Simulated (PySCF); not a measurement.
## Relaxation of singlet [SnCl3]-

Method: PBE/[Sn def2-SVPD with ECP28, Cl def2-SVPD], scalar-relativistic core potentials, density fitting, no spin–orbit coupling, PySCF. A (50,194) grid was used.

A hand-made T-shaped start, of C2v symmetry, held to at least that symmetry:

```xyz
4
charge -1 multiplicity 1, angstrom
Sn    0.0000    0.0000   -0.3977
Cl    0.0000    0.0000    1.9923
Cl    2.3885    0.0000   -0.3143
Cl   -2.3885    0.0000   -0.3143
```

Optimiser trace:
```tsv
step	E − E(last) (kJ/mol)	largest gradient (Eh/bohr)
0	81.48	0.05701
1	21.69	0.02039
2	9.84	0.00788
3	5.83	0.00479
4	4.24	0.00383
5	3.16	0.00312
6	2.16	0.00312
7	1.34	0.00205
8	0.92	0.00132
9	0.81	0.00053
10	0.77	0.00014
11	0.74	0.00040
12	0.54	0.00272
13	0.51	0.00098
14	0.22	0.00094
15	0.12	0.00147
16	0.03	0.00053
17	0.01	0.00029
18	0.00	0.00009
```

It ends at C2v with Sn–Cl 2.583 Å, Sn–Cl 2.684 Å (×2); Cl–Sn–Cl 110.4° (×2), Cl–Sn–Cl 139.2°. A frequency run shows 2 imaginary modes, down to 94i cm⁻¹, so it is a higher-order saddle point.

Final geometry:
```xyz
4
charge -1 multiplicity 1, angstrom
Sn    0.0000    0.0000   -0.1105
Cl    0.0000    0.0000    2.4721
Cl    2.5158    0.0000   -1.0457
Cl   -2.5158    0.0000   -1.0457
```

The relaxation took roughly 100 core-seconds on a shared host.
